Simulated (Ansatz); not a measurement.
This geometry of GeH8OSi2 (12 atoms, charge 0, multiplicity 1) is a first-order saddle point.

Theory: Ansatz, RKS B3LYP-D4/def2-SVP.

```xyz
12
Properties=species:S:1:pos:R:3
O -1.597 1.466 -0.898
Ge -0.735 1.574 0.679
Si 0.377 -0.520 1.100
Si 0.895 -1.405 -1.016
H -1.396 0.662 -1.394
H -1.808 1.937 1.729
H 0.294 2.726 0.583
H -0.516 -1.461 1.840
H 1.618 -0.302 1.902
H 1.836 -0.490 -1.725
H -0.372 -1.469 -1.812
H 1.483 -2.774 -0.955
```

Task: Which two structures does it join? (They come from a converged band through this point; their orientation in space is the band's.)

Result: No bond is made or broken. The dihedral H5–O1–Ge2–Si3 goes from -57 to 75°.

First end point:

```xyz
12
Properties=species:S:1:pos:R:3
O -1.995 1.243 -0.627
Ge -0.779 1.534 0.669
Si 0.380 -0.532 1.085
Si 1.017 -1.393 -1.008
H -1.600 0.899 -1.439
H -1.629 2.027 1.854
H 0.209 2.647 0.229
H -0.532 -1.493 1.775
H 1.582 -0.307 1.944
H 2.017 -0.479 -1.637
H -0.189 -1.436 -1.892
H 1.596 -2.765 -0.919
```

Last end point:

```xyz
12
Properties=species:S:1:pos:R:3
O -0.864 1.619 -1.144
Ge -0.650 1.572 0.650
Si 0.412 -0.533 1.144
Si 0.777 -1.490 -0.974
H -1.586 1.054 -1.449
H -2.026 1.762 1.340
H 0.252 2.789 0.932
H -0.470 -1.406 1.977
H 1.700 -0.328 1.873
H 1.696 -0.631 -1.770
H -0.532 -1.604 -1.685
H 1.366 -2.858 -0.860
```

Task: How far does it lie above each of them?

Result: 0.017 eV above the first and 0.050 eV above the second. This is the barrier of this one path; another mechanism may lie lower.

Time of the run: 2 min on 2 threads of Intel(R) Xeon(R) 6975P-C (Granite Rapids), on a shared host, peak memory 0.35 GiB.
